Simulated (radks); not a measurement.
Spherical jellium clusters: N electrons in a uniform positive sphere of charge N and radius rs N^(1/3), rs = 5.21 bohr. Method: non-relativistic Kohn-Sham, LDA (Slater exchange, Perdew-Wang correlation), spin-polarised, spherical densities; computed with a radial shooting solver with Libxc functionals. Levels are named by radial order and angular momentum (1s, 1p, 1d, 2s, ...), and open shells are averaged over m.

N = 9, configuration 1s2 1p6 1d(up 1, down 0). This is the lowest configuration that the search found. Occupied and some empty levels:

| level | occupation | eigenvalue (eV) | <r> (bohr) |
|---|---|---|---|
| 1s up | 1 | -3.4845 | 7.191 |
| 1s down | 1 | -3.4093 | 7.103 |
| 1p up | 3 | -2.8037 | 8.431 |
| 1p down | 3 | -2.7108 | 8.409 |
| 1d up | 1 | -1.9276 | 9.498 |
| 1d down | 0 | -1.8305 | 9.526 |
| 2s up | 0 | -1.4630 | 8.689 |
| 2s down | 0 | -1.4168 | 8.756 |
| 1f up | 0 | -0.94043 | 10.69 |
| 1f down | 0 | -0.85016 | 10.78 |
| 2p up | 0 | -0.61609 | 11.84 |
| 2p down | 0 | -0.57305 | 12.01 |

Energy (eV): total -15.7088, kinetic 9.7478, external -241.75, Hartree 120.10, exchange-correlation -25.841, background 122.03.
